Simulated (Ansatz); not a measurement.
The same path of CH$_{11}$GeNSi$_{2}$ (16 atoms, charge 0, multiplicity 1) was run 3 times with different band settings. The coordinate that changes most is the dihedral C1–Si2–Ge4–H12.

The calculation used Ansatz, RHF/def2-SVP.

Relaxed end points:

```xyz
16
Properties=species:S:1:pos:R:3
C -1.978 -0.256 -0.977
Si -0.235 -0.971 -0.970
N -0.152 -2.280 0.163
Ge 1.359 0.793 -0.471
Si 0.986 1.734 1.724
H -2.704 -1.036 -1.219
H -2.072 0.544 -1.714
H -2.243 0.158 -0.001
H 0.112 -1.530 -2.300
H 0.571 -2.969 0.092
H -0.439 -2.162 1.115
H 2.796 0.236 -0.505
H 1.297 1.939 -1.501
H 1.005 0.653 2.744
H 2.020 2.735 2.082
H -0.346 2.389 1.782
```

```xyz
16
Properties=species:S:1:pos:R:3
C -1.625 -0.767 -1.996
Si -0.368 -0.873 -0.598
N -1.072 -1.658 0.776
Ge 0.467 1.346 -0.070
Si 2.090 1.280 1.718
H -1.980 -1.765 -2.261
H -1.187 -0.307 -2.885
H -2.490 -0.167 -1.703
H 0.799 -1.698 -1.000
H -0.500 -2.161 1.426
H -1.887 -1.291 1.228
H 1.113 2.028 -1.293
H -0.696 2.255 0.384
H 3.265 0.469 1.311
H 2.559 2.638 2.086
H 1.490 0.648 2.922
```

Common settings: movable images 5; climbing image yes; optimiser quadratic models (default); start path through a guess of the saddle point; iteration limit 60; end points relaxed.

| run | spring | force threshold |
| --- | --- | --- |
| 1 | 5.0 eV/Å² | 0.05 eV/Å |
| 2 | 5.0 eV/Å² | 0.5 eV/Å |
| 3 | 0.1 eV/Å² | 0.05 eV/Å |

Problem. What does each run give, and how far can it be trusted?

Solution. Run 1: converged after 8 iterations, highest image 0.019 eV above the first end. A vibrational analysis at the climbing image gives no mode beyond 40i cm⁻¹: the surface is too flat there to confirm a saddle point.
Run 2: converged after 4 iterations, highest image 0.042 eV above the first end. The threshold of 0.5 eV/Å is loose, so the images may lie well off the minimum-energy path. The order of the stationary point at the top wasn't checked. Another band between the same ends, with other settings, climbed to 0.019 eV only, so this may not be the lowest route.
Run 3: converged after 8 iterations, highest image 0.019 eV above the first end. Another band between the same ends (5 images) ends at a top of the same energy, where a vibrational analysis finds no clearly imaginary modes.
